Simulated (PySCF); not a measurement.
**Peak assignment**

Geometry:
| atom | x (Å) | y (Å) | z (Å) |
| --- | --- | --- | --- |
| C1 | -0.673 | -0.700 | -1.283 |
| C2 | -0.922 | 0.337 | -0.184 |
| C3 | -2.109 | -0.088 | 0.689 |
| C4 | -1.222 | 1.694 | -0.826 |
| C5 | 0.313 | 0.466 | 0.708 |
| O6 | 0.858 | 1.544 | 0.876 |
| C7 | 0.868 | -0.758 | 1.327 |
| Si8 | 2.613 | -1.036 | 0.548 |
| O9 | 3.332 | 0.405 | 0.477 |
| H10 | -0.515 | -1.693 | -0.872 |
| H11 | 0.199 | -0.427 | -1.873 |
| H12 | -1.536 | -0.740 | -1.945 |
| H13 | -1.949 | -1.071 | 1.126 |
| H14 | -2.262 | 0.627 | 1.495 |
| H15 | -3.014 | -0.126 | 0.086 |
| H16 | -0.381 | 2.018 | -1.434 |
| H17 | -2.107 | 1.628 | -1.455 |
| H18 | -1.390 | 2.446 | -0.059 |
| H19 | 1.046 | -0.561 | 2.384 |
| H20 | 0.224 | -1.624 | 1.235 |
| H21 | 2.457 | -1.592 | -0.796 |
| H22 | 3.383 | -1.901 | 1.434 |
| H23 | 2.780 | 1.180 | 0.650 |

No solvent model, one conformer, non-relativistic, rapidly exchanging positions averaged. Geometry: GFN2-xTB; σ from GIAO-PBE0/pcSseg-1; PySCF 2.14.

Shifts are taken against calculated references (same method and geometry level): ¹³C (σ = 186.93 ppm), ¹H (σ = 31.72 ppm) against TMS.

Problem. Assign these signals to the numbered atoms. ¹³C{¹H} NMR (computed): δ 226.1 (C), 47.8 (C), 31.0 (CH2), 28.3 (CH3).

Solution. 
226.1 → C5, ketone carbonyl carbon: the double bond to the heteroatom, with no lone-pair donor beside it, deshields it most
47.8 → C2, quaternary sp3 carbon α to a carbonyl: the adjacent C=O deshields it moderately
31.0 → C7, sp3 CH2 bonded to Si, α to a carbonyl: the adjacent C=O deshields it moderately
28.3 → C1/C3/C4, methyl carbon: saturated and bonded to C and H only

Problem. Assign these signals to the numbered atoms. ¹H NMR (600 MHz, computed): δ 5.02 (t, 2H), 3.69 (br s, 1H), 2.41 (t, 2H), 1.19 (s, 9H).

Solution. 
5.02 → H21/H22, hydrogen on a silicon bonded to C, O
3.69 → H23, hydrogen on an oxygen bonded to Si: exchangeable, gas-phase position
2.41 → H19/H20, hydrogen on an sp3 CH2 bonded to Si, α to a carbonyl: α to C=O
1.19 → H10/H11/H12/H13/H14/H15/H16/H17/H18, hydrogen on a methyl carbon

The OH or NH signal is concentration- and solvent-dependent in practice; the value given is the gas-phase one. Shifts are as computed. Against solution values, carbons near 30 ppm lie about +3 ppm off and those near 130 ppm about +5 ppm. Of 1309 compounds with measured shifts, 239 miss one by over three times the rms of a fit or turn the order of signals round; such compounds aren't used in these exercises. Multiplicities follow the n + 1 count of equivalent neighbours, as no J values were calculated; m marks all less simple cases, F and P coupling included.
